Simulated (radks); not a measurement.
The numbers below are computed, except where a source is named.
Species: the osmium ion Os+. Configuration: [Xe] 4f14 5d7 (not the ground configuration). Level of theory: Dirac Kohn-Sham, PBE, spin-unpolarised, spherical densities, point nucleus; open shells fill j = l - 1/2 first (a radial shooting solver on a logarithmic mesh with Libxc functionals).

Unscreened Slater integrals over Kohn-Sham orbitals (cm^-1). Large and small components are both included.

\begin{tabular}{lr}
integral & value \\ \hline
F0(5d5/2,5d5/2) & 107740 \\
F2(5d5/2,5d5/2) & 54247 \\
F4(5d5/2,5d5/2) & 35278 \\
F0(5d5/2,5d3/2) & 109960 \\
F2(5d5/2,5d3/2) & 55408 \\
G2(5d5/2,5d3/2) & 55342 \\
G4(5d5/2,5d3/2) & 36033 \\
F0(5d5/2,5p3/2) & 127420 \\
F2(5d5/2,5p3/2) & 60128 \\
G1(5d5/2,5p3/2) & 70934 \\
G3(5d5/2,5p3/2) & 43446 \\
F0(5d5/2,4f7/2) & 142690 \\
F2(5d5/2,4f7/2) & 30368 \\
F4(5d5/2,4f7/2) & 13801 \\
G1(5d5/2,4f7/2) & 10416 \\
G3(5d5/2,4f7/2) & 9370.0 \\
G5(5d5/2,4f7/2) & 7377.3 \\
F0(5d3/2,5d3/2) & 112330 \\
F2(5d3/2,5d3/2) & 56754 \\
F0(5d3/2,5p3/2) & 131130 \\
F2(5d3/2,5p3/2) & 63181 \\
G1(5d3/2,5p3/2) & 76048 \\
G3(5d3/2,5p3/2) & 46594 \\
F0(5d3/2,4f7/2) & 148030 \\
F2(5d3/2,4f7/2) & 32845 \\
G3(5d3/2,4f7/2) & 10418 \\
G5(5d3/2,4f7/2) & 8177.1 \\
F0(5p3/2,5p3/2) & 163630 \\
F2(5p3/2,5p3/2) & 87929 \\
F0(5p3/2,4f7/2) & 202010 \\
F2(5p3/2,4f7/2) & 62108 \\
G2(5p3/2,4f7/2) & 25025 \\
G4(5p3/2,4f7/2) & 20688 \\
F0(4f7/2,4f7/2) & 359560 \\
F2(4f7/2,4f7/2) & 175810 \\
F4(4f7/2,4f7/2) & 111350 \\
F6(4f7/2,4f7/2) & 80414 \\
\end{tabular}
